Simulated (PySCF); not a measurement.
Radial density of Tm⁵⁴⁺ (thulium, charge +54)

BHandHLYP, [Ne] 3s2 3p3, high-spin 4S determinant. All numbers are calculated (PySCF 2.14, scalar relativity by spin-free X2C-1e, in an uncontracted even-tempered set (17 s from 14 bohr⁻², ratio 2.5; 12 p from 18 bohr⁻², ratio 2.5; 4 d from 69 bohr⁻², ratio 2.7; 4 f from 100 bohr⁻², ratio 2.7)).

```json
{"r (bohr)": "0.0242", "4πr²ρ (e/bohr)": "78.87", "4πr²(ρα − ρβ)": "3.9262"}
{"r (bohr)": "0.0407", "4πr²ρ (e/bohr)": "93.87", "4πr²(ρα − ρβ)": "7.2516"}
{"r (bohr)": "0.0684", "4πr²ρ (e/bohr)": "105.8", "4πr²(ρα − ρβ)": "2.8182"}
{"r (bohr)": "0.115", "4πr²ρ (e/bohr)": "42.77", "4πr²(ρα − ρβ)": "3.9398"}
{"r (bohr)": "0.194", "4πr²ρ (e/bohr)": "33.77", "4πr²(ρα − ρβ)": "18.8016"}
{"r (bohr)": "0.326", "4πr²ρ (e/bohr)": "5.662", "4πr²(ρα − ρβ)": "3.3502"}
{"r (bohr)": "0.548", "4πr²ρ (e/bohr)": "0.03168", "4πr²(ρα − ρβ)": "0.0159"}
```

Densities and radii are taken from the X2C orbitals without a picture-change correction, which distorts them close to the nucleus.

Spin-orbit coupling, which splits the p, d and f shells strongly at this Z, is absent. Spin-orbit coupling is strong in this species (close to jj coupling), so the high-spin LS determinant is a model state, not a physical level.
